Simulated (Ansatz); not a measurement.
`F[SiH](Cl)[GeH3]` + CH₃SH → `CS[SiH](F)Cl` + GeH₄ at 298.15 K and 1 bar (cleavage of the Si–Ge bond).

Computed with Ansatz on PBE0-D4/def2-TZVP structures; ΔE is electronic, products minus reactants. CCSD(T)/CBS adds triple-zeta CCSD(T) − MP2 to the extrapolated MP2 energy (def2 sets, frozen cores). This one scheme is used for every species. For Ge outer-core shells are correlated without core-valence functions, which leaves a few kJ/mol of doubt a bond. Scalar relativity is left out up to krypton. One conformer a species, not always the lowest.

```
           species  CCSD(T)/CBS energy (Eh)  H − E (kJ/mol)  S (J/(mol·K))
`F[SiH](Cl)[GeH3]`              -2927.27769           117.6          357.0
             CH₃SH               -438.22835           133.0          253.2
    `CS[SiH](F)Cl`              -1287.03339           161.4          363.2
              GeH₄              -2078.49493            88.5          217.3
```

H − E and S are ideal-gas, rigid-rotor, harmonic terms from PBE0-D4/def2-TZVP, for one conformer and one mirror image of each species. 1 Eh = 2625.50 kJ/mol, R = 8.31446 J/(mol·K).

Task: By hand: ΔE, ΔH, ΔS and ΔG.

Result: ΔE = (-1287.03339) + (-2078.49493) − (-2927.27769) − (-438.22835) = -0.02228 Eh = -58.5 kJ/mol. Δ(H − E) = 161.4 + 88.5 − 117.6 − 133.0 = -0.7, so ΔH = -59.2 kJ/mol. ΔS = 363.2 + 217.3 − 357.0 − 253.2 = -29.7 J/(mol·K). ΔG = -59.2 − 298.15 × (-29.7)/1000 = -50.3 kJ/mol.

Task: By hand: the equilibrium constant, and the temperature at which ΔG would vanish if ΔH and ΔS stayed fixed.

Result: log₁₀ K = −ΔG/(RT ln 10) = 8.8. ΔG = 0 at ΔH/ΔS = 1993 K.

ΔH outweighs TΔS. A doubt of 5 kJ/mol in ΔE shifts log₁₀ K by 0.9 here. Other conformers and mirror images would add mixing entropy, several J/(mol·K) or more a flexible species. Modes under 60 cm⁻¹, often nearly free rotors, make the harmonic entropy too high. These are equilibria of isolated gas molecules and say nothing of rates. Largest T1 diagnostic: 0.012 (customary marks: 0.02 for closed shells, 0.045 for open ones).
